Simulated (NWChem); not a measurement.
System: C3H3ClF2; SMILES C(/Cl)(=C(/F)C)F

NWChem printed, in part:

```
             Northwest Computational Chemistry Package (NWChem) 7.3.0
             --------------------------------------------------------

                             Geometry "geometry" -> ""
                             -------------------------

 Output coordinates in angstroms (scale by  1.889725989 to convert to a.u.)

  No.       Tag          Charge          X              Y              Z
 ---- ---------------- ---------- -------------- -------------- --------------
    1 C                    6.0000    -0.48565600    -2.22924500     0.00000000
    2 C                    6.0000     0.20389800    -0.91876800     0.00000000
    3 F                    9.0000     1.53523200    -0.97573200     0.00000000
    4 C                    6.0000    -0.38836100     0.28040000     0.00000000
    5 F                    9.0000    -1.70848600     0.39468400     0.00000000
    6 Cl                  17.0000     0.44925100     1.76792800     0.00000000
    7 H                    1.0000    -0.19577700    -2.81258400     0.88872400
    8 H                    1.0000    -0.19577700    -2.81258400    -0.88872400
    9 H                    1.0000    -1.57413700    -2.09779800     0.00000000

 Effective nuclear repulsion energy (a.u.)     292.9636519056

                                 NWChem DFT Module
                                 -----------------

 Summary of "ao basis" -> "ao basis" (spherical)
 ------------------------------------------------------------------------------
       Tag                 Description            Shells   Functions and Types
 ---------------- ------------------------------  ------  ---------------------
 C                           6-31g*                  6       14   3s2p1d
 F                           6-31g*                  6       14   3s2p1d
 Cl                          6-31g*                  8       18   4s3p1d
 H                           6-31g*                  2        2   2s

 in cosmo_initialize ...

 solvent parameters
 solvname_short: unkn
 solvname_long:  unknown
 dielec:        1.5000

          ---------------
          -cosmo- solvent
          ---------------
 Cosmo: York-Karplus, doi: 10.1021/jp992097l
 dielectric constant -eps-     =   1.50
 screen = (eps-1)/(eps    )    =   0.33333
 surface charge correction     = lagrangian

   van der Waals surface
 --------------------------

 ---------- ATOMIC COORDINATES (A.U.) ------------ VDWR(ANG.) --
     1   -0.91775676   -4.21266221    0.00000000     2.000
     2    0.38531135   -1.73621977    0.00000000     2.000
     3    2.90116781   -1.84386612    0.00000000     1.720
     4   -0.73389587    0.52987917    0.00000000     2.000
     5   -3.22857040    0.74584461    0.00000000     1.720
     6    0.84896129    3.34089949    0.00000000     2.050
     7   -0.36996488   -5.31501308    1.67944484     1.300
     8   -0.36996488   -5.31501308   -1.67944484     1.300
     9   -2.97468760   -3.96426340    0.00000000     1.300
 number of segments per atom =         32
 number of   points per atom =         32
 atom (   nspa,  nppa )
 ----------------------
    1 (     18,     0 )       0
    2 (     12,     0 )       0
    3 (     20,     0 )       0
    4 (     12,     0 )       0
    5 (     20,     0 )       0
    6 (     24,     0 )       0
    7 (     15,     0 )       0
    8 (     15,     0 )       0
    9 (     14,     0 )       0
 number of -cosmo- surface points =      150
 molecular surface =    132.760 angstrom**2
 molecular volume  =    109.978 angstrom**3
 G(cav/disp)       =      1.524 kcal/mol
 -lineq- algorithm             =   0
 -bem- low  level              =   2
 -bem- from -octahedral-
 gaussian surface charge width =   4.50000
 degree of switching           =   1.00000
 switching function tolerance  =   0.00010
 atomic radii =
 --------------
    1  6.000  2.000
    2  6.000  2.000
    3  9.000  1.720
    4  6.000  2.000
    5  9.000  1.720
    6 17.000  2.050
    7  1.000  1.300
    8  1.000  1.300
    9  1.000  1.300
 ...... end of -cosmo- initialization ......

            General Information
            -------------------
          SCF calculation type: DFT
          Wavefunction type:  closed shell.
          No. of atoms     :     9
          No. of electrons :    56
           Alpha electrons :    28
            Beta electrons :    28
          Charge           :     0
          Spin multiplicity:     1
          Use of symmetry is: off; symmetry adaption is: off
          Maximum number of iterations: 150
          AO basis - number of functions:    94
                     number of shells:    44
          Convergence on energy requested:  1.00D-06
          Convergence on density requested:  1.00D-05
          Convergence on gradient requested:  5.00D-04

[...]

                                   COSMO solvation results
                                   -----------------------

                 gas phase energy =      -775.892846084317
                 sol phase energy =      -775.893916468657
 (electrostatic) solvation energy =         0.001070384340 (    0.67 kcal/mol)

                       DFT Final Molecular Orbital Analysis
                       ------------------------------------

 Vector   26  Occ=2.000000D+00  E=-4.322448D-01
              MO Center=  1.8D-01,  1.4D+00, -2.0D-10, r^2= 2.1D+00
   Bfn.  Coefficient  Atom+Function         Bfn.  Coefficient  Atom+Function
  ----- ------------  ---------------      ----- ------------  ---------------
    79      0.644055  6 Cl pz                83      0.323712  6 Cl pz
    75     -0.249549  6 Cl pz                61     -0.222280  5 F  pz
    47      0.174095  4 C  pz                65     -0.174013  5 F  pz
    51      0.107332  4 C  pz                33     -0.102591  3 F  pz
    37     -0.075254  3 F  pz                19      0.065049  2 C  pz

 Vector   27  Occ=2.000000D+00  E=-4.057345D-01
              MO Center=  3.5D-01,  1.6D+00,  1.3D-10, r^2= 1.7D+00
   Bfn.  Coefficient  Atom+Function         Bfn.  Coefficient  Atom+Function
  ----- ------------  ---------------      ----- ------------  ---------------
    77      0.634138  6 Cl px                78     -0.350595  6 Cl py
    81      0.315936  6 Cl px                73     -0.244289  6 Cl px
    82     -0.183442  6 Cl py                74      0.135062  6 Cl py
    20     -0.123870  2 C  s                 59      0.104656  5 F  px
    60      0.086688  5 F  py                18     -0.081634  2 C  py

 Vector   28  Occ=2.000000D+00  E=-2.996698D-01
              MO Center=  1.4D-02, -9.1D-02, -1.5D-09, r^2= 2.8D+00
   Bfn.  Coefficient  Atom+Function         Bfn.  Coefficient  Atom+Function
  ----- ------------  ---------------      ----- ------------  ---------------
    19      0.369054  2 C  pz                47      0.368658  4 C  pz
    79     -0.335238  6 Cl pz                51      0.251990  4 C  pz
    23      0.245420  2 C  pz                83     -0.224982  6 Cl pz
    33     -0.210838  3 F  pz                61     -0.202556  5 F  pz
    37     -0.181512  3 F  pz                65     -0.174638  5 F  pz

 Vector   29  Occ=0.000000D+00  E= 6.259718D-02
              MO Center= -6.9D-02, -4.5D-01,  5.1D-09, r^2= 2.7D+00
   Bfn.  Coefficient  Atom+Function         Bfn.  Coefficient  Atom+Function
  ----- ------------  ---------------      ----- ------------  ---------------
    51     -0.577326  4 C  pz                23      0.546350  2 C  pz
    47     -0.462961  4 C  pz                19      0.457800  2 C  pz
    90     -0.342115  7 H  s                 92      0.342115  8 H  s
    83      0.176252  6 Cl pz                65      0.172861  5 F  pz
     9      0.170375  1 C  pz                37     -0.169014  3 F  pz

 Vector   30  Occ=0.000000D+00  E= 8.746407D-02
              MO Center=  2.2D-01,  1.0D+00, -7.0D-10, r^2= 3.2D+00
   Bfn.  Coefficient  Atom+Function         Bfn.  Coefficient  Atom+Function
  ----- ------------  ---------------      ----- ------------  ---------------
    48      1.248159  4 C  s                 82      0.889222  6 Cl py
    80     -0.771271  6 Cl s                 50      0.546196  4 C  py
    81      0.470739  6 Cl px                49      0.437652  4 C  px
    78      0.381961  6 Cl py                46      0.361294  4 C  py
     6      0.246078  1 C  s                 76     -0.231150  6 Cl s

 Vector   31  Occ=0.000000D+00  E= 1.551994D-01
              MO Center= -2.7D-01, -4.3D-01, -3.2D-09, r^2= 4.3D+00
   Bfn.  Coefficient  Atom+Function         Bfn.  Coefficient  Atom+Function
  ----- ------------  ---------------      ----- ------------  ---------------
     6      1.119917  1 C  s                 48     -0.652490  4 C  s
    90     -0.621107  7 H  s                 92     -0.621107  8 H  s
    62      0.590921  5 F  s                 49      0.559707  4 C  px
    50     -0.476457  4 C  py                21      0.462724  2 C  px
    63      0.383702  5 F  px                81     -0.364529  6 Cl px

     Multipole analysis of the density
     ---------------------------------

     L   x y z        total         alpha         beta         nuclear
     -   - - -        -----         -----         ----         -------
     0   0 0 0     -0.000000    -28.000000    -28.000000     56.000000

     1   1 0 0     -0.268452     -0.220753     -0.220753      0.173054
     1   0 1 0     -0.738463     -0.271627     -0.271627     -0.195209
     1   0 0 1      0.000000      0.000000      0.000000      0.000000

     2   2 0 0    -31.332627   -115.723843   -115.723843    200.115060
     2   1 1 0      1.589965     -4.692928     -4.692928     10.975821
     2   1 0 1      0.000000      0.000000      0.000000      0.000000
     2   0 2 0    -26.672906   -225.245020   -225.245020    423.817133
     2   0 1 1      0.000000      0.000000      0.000000      0.000000
     2   0 0 2    -29.429626    -17.535348    -17.535348      5.641070
```

Level: M05-2X/6-31G* (spherical d), COSMO on the gas-phase geometry. Coordinates come from a PBE0/def2-SVP optimisation. COSMO prints the solvation energy as gas minus solution, so a positive value is a stabilisation.

Write an input that gives this output.

This is not unique; one that fits is the input that was run:
```
start job
memory heap 200 mb stack 900 mb global 1100 mb
geometry units angstroms noautosym nocenter noautoz
  C     -0.485656    -2.229245     0.000000
  C      0.203898    -0.918768     0.000000
  F      1.535232    -0.975732     0.000000
  C     -0.388361     0.280400     0.000000
  F     -1.708486     0.394684     0.000000
  Cl     0.449251     1.767928     0.000000
  H     -0.195777    -2.812584     0.888724
  H     -0.195777    -2.812584    -0.888724
  H     -1.574137    -2.097798     0.000000
end
basis spherical
  * library 6-31g*
end
dft
  xc m05-2x
  iterations 150
end
cosmo
  dielec 1.5
end
task dft energy
```
